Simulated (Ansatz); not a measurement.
C2H8FInOSi, SMILES `CO[SiH2][CH](F)[InH2]`. Total charge 0; spin multiplicity 1. In: def2 effective core potential.

| atom | x (Å) | y (Å) | z (Å) |
| --- | --- | --- | --- |
| C1 | 1.666 | 1.126 | -0.737 |
| O2 | 0.658 | 0.339 | -0.133 |
| Si3 | -0.906 | 0.873 | 0.196 |
| C4 | -1.642 | -0.720 | 0.811 |
| F5 | -1.778 | -0.757 | 2.206 |
| In6 | 0.018 | -2.038 | 0.117 |
| H7 | 1.374 | 1.424 | -1.749 |
| H8 | 1.864 | 2.022 | -0.142 |
| H9 | 2.580 | 0.534 | -0.792 |
| H10 | -0.835 | 1.992 | 1.172 |
| H11 | -1.490 | 1.346 | -1.090 |
| H12 | -2.609 | -0.967 | 0.365 |
| H13 | 0.002 | -2.537 | -1.536 |
| H14 | 1.098 | -2.636 | 1.313 |

(1) List the harmonic frequencies (cm⁻¹, unscaled) at PBE0-D4/def2-TZVP in Ansatz. (Best estimate.)

(2) Is this a minimum?

(3) Give the ideal-gas thermochemistry at 298.15 K and 1 bar (rigid rotor, harmonic oscillator; point group C1, symmetry number 1).

(4) Rotational constants (cm⁻¹)?

Answers

(1) The calculation gave: 43, 72, 101, 108, 172, 207, 242, 293, 317, 348, 513, 522, 575, 587, 715, 723, 749, 852, 904, 954, 1043, 1131, 1180, 1210, 1302, 1478, 1494, 1496, 1802, 1829, 2205, 2226, 3033, 3097, 3103, 3140.

(2) Yes, all 36 modes are real.

(3) Zero-point energy 237.9 kJ/mol; H(298) − E = 266.9 kJ/mol; entropy 423.5 J/(mol·K), of which translation 175.5, rotation 123.0, vibration 125.0; G(298) − E = 140.6 kJ/mol. Modes under 100 cm⁻¹ are hindered rotations or soft bends, so the harmonic entropy is rough.

(4) 0.06172, 0.04504, 0.02856.
